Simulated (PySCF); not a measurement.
AlHClBr, SMILES [Cl][AlH][Br]. Geometry optimised at PBE0-D3(BJ)/def2-TZVP.

The numbers are results of PBE0-D3(BJ)/def2-TZVP (PySCF), not measurements.

Harmonic wavenumbers (cm⁻¹): 134, 400, 441, 556, 646, 2008. Rotational constants (GHz): 16.08, 1.425, 1.309; symmetry number 1.

### Question
Work out the zero-point energy and the ideal-gas rigid-rotor harmonic-oscillator thermochemistry at 298.15 K and 1 atm.

### Answer
ZPE = ½ Σ hcν = ½ × 4185 cm⁻¹ = 25.03 kJ/mol. H − E(el) = 39.08 kJ/mol. Entropy in J/(mol K): translation 170.67, rotation 112.02, vibration 23.36, total 306.05. G − E(el) = -52.17 kJ/mol. Cp = 61.89 J/(mol K). Modes under 150 cm⁻¹ make the vibrational entropy uncertain.
